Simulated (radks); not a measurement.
Q: These are the eigenvalues of the occupied orbitals of an atom or ion with whole-number occupations (eV). Method: Dirac Kohn-Sham, PBE, spin-unpolarised, spherical densities, finite nucleus; Fermi nuclear charge, rms radius of each element as measured or else 0.836 A^(1/3) + 0.57 fm; computed with a radial shooting solver on a logarithmic mesh with Libxc functionals.

| orbital | eigenvalue |
|---|---|
| 1s1/2 | -2964.967 |
| 2s1/2 | -626.6459 |

Which element is it, and in what charge state? The configuration may be excited. Open shells, if any, fill j = l - 1/2 first.

A: Z = 16, sulfur, charge +12: S12+ in [He] 2s2. The 1s level, -108.96 hartree, gives Z - s = 14.8 by -(Z - s)^2/2, which with screening and relativity narrows Z to a few neighbours, and the depths must fix Z and the occupations together.
